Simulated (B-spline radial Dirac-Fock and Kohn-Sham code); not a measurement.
ΔSCF core binding energies without Breit or QED terms, calculated with a radial atomic solver.

A sound run for the free tantalum atom, [Xe] 4f14 5d3 6s2: The ground state converged in 11 iterations, with total energy -15616.57817 Ha, virial ratio 1.89139 and highest orbital energy -6.91 eV. ΔSCF binding energies: K (1s) 67750.5 eV, L3 (2p3/2) 9913.4 eV, M5 (3d5/2) 1743.5 eV.

A second run, with one unsound setting: The ground state converged in 11 iterations, with total energy -15614.46846 Ha, virial ratio 1.89138 and highest orbital energy -6.87 eV. ΔSCF binding energies: K (1s) 67749.0 eV, L3 (2p3/2) 9914.4 eV, M5 (3d5/2) 1744.6 eV.

```
iter   energy (Ha)        error
   1   -15613.21168658  2.19e+00
   2   -15613.31633831  2.61e-01
   3   -15614.42011447  7.15e-02
   4   -15614.46710255  8.01e-03
   5   -15614.46708715  1.08e-02
   6   -15614.46844553  8.51e-04
   7   -15614.46845448  1.32e-04
   8   -15614.46845528  1.00e-04
   9   -15614.46845549  9.08e-06
  11   -15614.46845550  4.90e-07
```

Q: Which fault fits the second run best?
A. unbound anion
B. tolerance below the noise
C. too few iterations
D. spline order too low

A: D. The input had order = 3: order is too low for an accurate radial basis.
